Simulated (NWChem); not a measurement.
System: C$_{2}$H$_{5}$O$_{2}$, doublet; SMILES [CH](CO)O

Here is an NWChem input.

```
start job
memory heap 200 mb stack 900 mb global 1100 mb
geometry units angstroms noautosym nocenter noautoz
  O      0.500645    -1.374060    -0.225868
  C     -0.597733    -0.687825     0.240413
  C     -0.594638     0.746497    -0.161584
  O      0.606629     1.414647     0.190533
  H      0.467142    -2.289628     0.103240
  H     -1.540862    -1.248472     0.378096
  H     -0.785578     0.836200    -1.271066
  H     -1.439566     1.265909     0.338389
  H      1.324244     0.800647    -0.056626
end
basis spherical
  * library def2-svp
end
dft
  odft
  mult 2
  xc b3lyp
  iterations 150
end
cosmo
  dielec 46.7
end
task dft energy
```

All runs use the structure optimised with PBE-D3(BJ)/def2-SVP, spin-unrestricted. No stability test was run on the SCF state.

Level: B3LYP/def2-SVP with COSMO at NWChem's default radii, gas-phase geometry; the question gives the dielectric constant. Reactions with the solvent are ignored.

**Question.** Predict the main results of this run. (B3LYP/def2-SVP, spin-unrestricted, COSMO on the gas-phase geometry.) Quantities: electrostatic solvation energy (kcal/mol); dipole in solution (D).

**Answer.** 
| Item | Value |
|---|---|
| electrostatic solvation energy (kcal/mol) | -7.8 |
| dipole in solution (D) | 3.59 |
